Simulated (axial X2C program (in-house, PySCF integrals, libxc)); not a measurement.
**How long does SnO take?**

A bond scan computed with an in-house all-electron X2C program for linear molecules (integrals from PySCF). Basis: Sn dyall-cv3z [11s12p9d4f1g], O dyall-av3z [7s6p3d2f] (cores contracted in-house).

Input:
```json
{"zs": [50, 8], "q": 0, "bas": ["dyall-cv3z", "dyall-av3z"], "levels": ["PBE0", "HF", "TPSSh"], "cc": true, "r0": 1.87, "thr": -2.0, "nmax": 110, "npts": 10, "nst": 2, "ntry": 8}
```
```bash
python so2c.py task.json out
```

Keys: zs atomic numbers; q charge; bas basis sets; levels methods; cc coupled cluster on or off; r0 starting distance in Å; thr threshold in hartree for freezing inner shells (an s shell follows its p shell); nmax most natural virtual spinors; npts points on the curve; nst determinants followed; ntry starts of the search. HF also brings MP2.

Hardware: 1 thread of Intel(R) Xeon(R) Processor @ 2.30GHz, with other jobs on the host.

Wall time of one point of each curve, integrals apart:

```tsv
Hamiltonian	level	points	seconds a point
spin-free	PBE0	10	0.44
spin-free	HF	10	0.17
spin-free	CCSD(T) (20 electrons, 108 virtuals)	7	27
spin-free	TPSSh	10	0.75
2c	PBE0	10	0.52
2c	HF	10	0.29
2c	CCSD(T) (20 electrons, 110 virtuals)	7	32
2c	TPSSh	10	0.78
```

The rest:

Search with its distance optimisation 27 s, atoms 88 s, whole task 560 s. Coupled cluster runs on the points near the minimum only. The program drops outer points, and coupled cluster, when its time limit (not in the input) nears; MP2, further determinants and curves that did not converge are not in the table.
